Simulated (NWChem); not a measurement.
# Atomisation of SSn

```xyz
2

Sn     0.0000     0.0000     0.5388
S      0.0000     0.0000    -1.6838
```
Charge 0, spin multiplicity 1.

Everything below was run with NWChem. All single points use one geometry, from PBE0/def2-SVP with def2 effective core potentials on Sn, a minimum by its harmonic frequencies.

Basis set: def2-TZVP. The atomisation energy is electronic alone: no zero-point, thermal, spin-orbit or counterpoise terms. No value is extrapolated to the basis-set limit. Free atoms are single determinants with multiplicities Sn 3, S 3. Correlated methods freeze the same cores in atoms and molecule, 9 orbitals in all.

| method | atomisation energy (kcal/mol) |
|---|---|
| HF | 59.8 |
| B3LYP | 114.7 |
| PBE0 | 114.8 |
| BP86 | 122.9 |
| M06-2X | 107.5 |
| PBE | 123.1 |
| MP2 | 116.5 |
| CCSD(T) | 111.7 |

The values span 63.4 kcal/mol, from HF (lowest) to PBE (highest). 

Effective core potentials replace the inner electrons of Sn; spin-orbit coupling is left out. B3LYP has NWChem's definition, with VWN1-RPA local correlation. The structure started from a generated list of species. No SCF solution was tested for a lower state. Open-shell Hartree-Fock references start from PBE0 orbitals. No row is a measurement; the coupled-cluster row has its own basis-set and correlation limits.
